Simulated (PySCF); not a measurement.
**VN: from constants to spectrum**

M06 constants of VN, ³Δ (triplet), unpaired electrons σ ↑, δ ↑ (V x2c-TZVPPall, N x2c-TZVPPall; spin-free X2C with a Gaussian nucleus (PySCF 2.14); masses 50.9440 and 14.0031 u):

- ωe: 1124.4 cm⁻¹
- ωexe: 13.0 cm⁻¹
- Be: 0.66485 cm⁻¹
- αe: 0.00568 cm⁻¹
- D (centrifugal): 9.3e-07 cm⁻¹

Problem. Give the vibrational terms G(v) and spacings up to v = 3.

Solution. G(v) = ωe(v+½) − ωexe(v+½)².

```
v  G(v) (cm⁻¹)  G(v) − G(v−1)  Bv (cm⁻¹)
0          559                    0.6620
1         1657           1098     0.6563
2         2730           1072     0.6507
3         3776           1046     0.6450
```

De is left out where the level can put another filling of the metal’s s and d shells below the measured ground configuration, by anything from nothing to about 1 eV. With d or f electrons several states lie close, and the lowest PBE0 determinant need not be the measured ground state.
